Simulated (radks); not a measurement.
The numbers below are computed, except where a source is named.
Question: Species: Ru2+. Configuration: [Kr] 4d6. Level of theory: Dirac Kohn-Sham, Slater X-alpha with alpha = 0.873, spin-unpolarised, spherical densities, finite nucleus; open shells fill j = l - 1/2 first; Fermi nuclear charge, rms radius 4.4809 fm (a radial shooting solver on a logarithmic mesh with Libxc functionals). Some entries of the table are withheld. Estimate them.

orbital,occ.,eigenvalue (hartree),<r^2> (bohr^2),<1/r> (bohr^-1)
1s1/2,2,-809.7434,0.001507,45.90
2s1/2,2,-117.7054,0.02483,10.52
2p1/2,2,-109.1038,0.01862,(1)
2p3/2,4,-104.2383,0.01996,(2)
3s1/2,2,-21.55851,0.1838,3.645
3p1/2,2,(3),0.1798,3.552
3p3/2,4,(4),0.1894,3.418
3d3/2,4,-11.30262,0.1712,3.247
3d5/2,6,-11.13854,0.1741,3.212
4s1/2,2,-3.67566,1.146,1.371
4p1/2,2,-2.64970,(5),1.253
4p3/2,4,-2.51866,(6),1.212
4d3/2,4,-0.97994,2.539,0.9104
4d5/2,2,-0.96498,2.589,0.9005

Answer: 
(1) 2p1/2 <1/r> (bohr^-1): 10.51
(2) 2p3/2 <1/r> (bohr^-1): 9.954
(3) 3p1/2 eigenvalue (hartree): -18.17603
(4) 3p3/2 eigenvalue (hartree): -17.34352
(5) 4p1/2 <r^2> (bohr^2): 1.347
(6) 4p3/2 <r^2> (bohr^2): 1.422
